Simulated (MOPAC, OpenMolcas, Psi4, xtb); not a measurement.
## SiNH4ClO (SMILES N[SiH](O)Cl): the HOMO–LUMO gap, rung by rung

SiNH4ClO: 8 atoms, total charge 0, spin state singlet. As SMILES, `N[SiH](O)Cl`. The coordinates come from a PBE0-D4/def2-TZVP relaxation. This is one conformer, not always the lowest.

Each level gives the HOMO–LUMO gap (eV). The values are calculated.

```tsv
level	kind	program	value (eV)	CPU time
PM7	semi-empirical	MOPAC	10.00	under 2 s
GFN1-xTB	semi-empirical	xtb	7.69	under 2 s
HF/6-31G* (spherical functions)	Hartree–Fock	OpenMolcas	16.36	6.8 s
SVWN5/6-31G* (spherical functions)	LDA	OpenMolcas	6.70	20 s
revPBE/6-31G* (spherical functions)	GGA	OpenMolcas	6.81	29 s
M06-L/6-31G* (spherical functions)	meta-GGA	OpenMolcas	7.82	34 s
B3LYP/6-31G* (spherical functions)	global hybrid	OpenMolcas	8.65	27 s
wB97M-V/6-31G* (spherical functions)	range-separated hybrid	Psi4	13.44	1.8 min
B2PLYP/6-31G* (density fitting for correlation, spherical functions)	double hybrid	Psi4	11.84	8.8 s
```

The values span 6.70 to 16.36 eV. Orbital gaps aren't excitation energies, and those of double hybrids come from the SCF part alone; they tend to grow with the share of exact exchange. CPU times are rough (shared hosts, several kinds of processor and program).
